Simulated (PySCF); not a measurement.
A TDDFT job was run through a driver script with this input:

```
{"job": {"kind": "uv", "xc": "B3LYP", "basis": "def2-SVPD", "ip": true}, "charge": 0, "multiplicity": 1}
F      2.104347     0.944406     0.615061
B      1.806207    -0.234165     0.086950
P      0.376148    -0.372700    -1.163326
Si    -1.261610     0.641931     0.012616
H      2.518402    -1.173219     0.361644
H      0.037769    -1.733947    -0.924154
H     -1.394268     0.130385     1.410416
H     -2.552006     0.429251    -0.705749
H     -0.929507     2.094742     0.045148
```

Method used: TDDFT B3LYP/def2-SVPD, vertical, gas phase, core orbitals frozen in the response in PySCF. Job line and output are in the format of a driver script around the code.

Question: Give the output without the SCF cycles.

Answer: 
```
converged SCF energy = -758.3545831968

Static polarisability (au): isotropic 72.597, principal 60.687 70.052 87.052

Singlet excitations
state   eV       nm        f      main configurations
  1   4.9665    249.6   0.03857   H->L 0.89
  2   5.8613    211.5   0.06579   H-1->L 0.85
  3   6.1883    200.4   0.03324   H->L+1 0.94
  4   6.5240    190.0   0.06523   H->L+2 0.88
  5   6.7554    183.5   0.03671   H->L+3 0.92
  6   7.0088    176.9   0.00566   H-2->L 0.47, H->L+4 0.46
  7   7.0598    175.6   0.02791   H-2->L 0.44, H->L+4 0.42
  8   7.3523    168.6   0.02329   H-1->L+1 0.85
  9   7.4769    165.8   0.00439   H->L+5 0.68, H-3->L 0.18
 10   7.5086    165.1   0.03015   H-3->L 0.77, H->L+5 0.17

Triplet excitations (Tamm-Dancoff, eV): 4.0909 5.2449 5.6073 5.8915
Vertical ionisation energy (delta-SCF) = 9.6185 eV
Vertical electron affinity (delta-SCF) = -0.3108 eV
```

Isolated species at its PBE0-D3(BJ)/def2-SVP geometry (one conformer only).

H and L stand for HOMO and LUMO.

All these states lie below the vertical ionisation energy of 9.62 eV (ΔSCF).

The values belong to the conformer `[F:1][BH:2][PH:3][SiH3:4]`: F1–B2–P3–Si4 -52°.
